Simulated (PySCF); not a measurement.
Predicted microwave data (PySCF, PBE0-D3(BJ)/def2-SVP geometry optimisation, gas phase) for one isomer of C5H3FOS:

```
Rotational constants : A = 3703, B = 1408, C = 1020 MHz
Dipole components    : |μa| = 3.74 D, |μb| = 1.66 D, |μc| = 0.00 D
Inertial defect      : 0.00 u·Å²
κ                    : -0.71
```

Question: Which candidate fits, each taken in the one conformer that was computed?
A. `[O:1]=[C:2]([F:3])[c:4]1[cH:5][cH:6][cH:7][s:8]1` with O1–C2–C4–C5 179°
B. `O=c1ccscc1F`
C. `o1ccc(cc1F)=S`

Answer: A. It is O=C(F)c1cccs1, an asymmetric top, point group Cs. The candidates at the same level (rigid rotor, commonest isotopes):

```
       SMILES  A (MHz)  B (MHz)  C (MHz)  μa (D)  μb (D)  μc (D)  Δ (u·Å²)  point group           rotor
Fc1cc(=S)cco1     3753     1200    909.5    3.01    2.05    0.00      0.00           Cs  asymmetric top
O=C(F)c1cccs1     3703     1408     1020    3.74    1.66    0.00      0.00           Cs  asymmetric top
  O=c1ccscc1F     3028     1604     1049    4.42    0.45    0.00     -0.01           Cs  asymmetric top
```

`Fc1cc(=S)cco1` has B 15 % too low; `O=c1ccscc1F` has A 18 % too low. In the right answer the mirror of this Cs structure is the ab plane, so μc vanishes by symmetry. No structure here is proved a minimum.
